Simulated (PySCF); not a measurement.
Species: C₂H₁₃NOSi₃.
Atom-mapped SMILES: `[CH3:1][O:2][SiH2:3][N:4]([SiH3:5])[SiH2:6][CH3:7]` (hydrogens: H8, H9, H10 on C1; H11, H12 on Si3; H13, H14, H15 on Si5; H16, H17 on Si6; H18, H19, H20 on C7)

Torsions of this conformer, `[CH3:1][O:2][SiH2:3][N:4]([SiH3:5])[SiH2:6][CH3:7]`: C1–O2–Si3–N4 177°, O2–Si3–N4–Si5 -179°, Si3–N4–Si6–C7 179°.

The closed-shell ground state was solved at several levels (PySCF, density fitting, gas phase, non-relativistic). Geometry: PBE0-D3(BJ)/def2-SVP, one conformer, isolated molecule.

```json
{"level": "PBE0/pcSseg-1", "basis functions": "205", "HOMO (eV)": "-7.36", "LUMO (eV)": "0.26", "gap (eV)": "7.62", "dipole (D)": "0.76"}
{"level": "PBE0/def2-SVPD", "basis functions": "259", "HOMO (eV)": "-7.35", "LUMO (eV)": "0.06", "gap (eV)": "7.41", "dipole (D)": "0.55"}
```

(1) Estimate the row for B97-2/pcSseg-1, a basis of 205 functions; the other rows only guide the guess.

(2) Over all these levels, which gives the widest orbital gap and which the narrowest?

(3) How far do the dipole and the HOMO energy spread over the levels?

Answers

(1) HOMO -7.12 eV, LUMO 0.31 eV, gap 7.43 eV, dipole 0.76 D.

(2) PBE0/pcSseg-1 has the widest, 7.62 eV, and PBE0/def2-SVPD the narrowest, 7.41 eV. The two share the functional. From the narrowest to the widest the HOMO moves by -0.01 eV and the LUMO by +0.20 eV.

(3) The dipole runs from 0.55 to 0.76 D (mean 0.69 D) and the HOMO from -7.36 to -7.12 eV.
